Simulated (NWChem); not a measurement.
# SiHOClF$_{2}$; SMILES O[Si](F)(F)Cl

```xyz
6

O      1.3247    -0.9577     0.7253
Si     0.0059    -0.3443     0.0051
F     -1.3408    -0.8112     0.7335
F     -0.0294    -0.9182    -1.4821
Cl     0.0023     1.6851    -0.0416
H      1.6127    -0.6013     1.5703
```
Atoms are numbered in this order, from 1.

Computed with NWChem. Geometry: optimised at PBE0/def2-SVP. Vertical excitations in the gas phase; the lowest state need not have the same character in each row.

Question: Among these, which level gives the lowest value of “lowest excitation, singlet (eV)”?
A) CAM-B3LYP/def2-SVP, TDA
B) B3LYP/def2-SVP, TDA
C) Hartree-Fock/def2-SVP, CIS
D) PBE/def2-SVP, TDA

Answer: D, PBE/def2-SVP, TDA. Values: PBE/def2-SVP, TDA 7.80; B3LYP/def2-SVP, TDA 8.41; CAM-B3LYP/def2-SVP, TDA 8.82; Hartree-Fock/def2-SVP, CIS 10.54
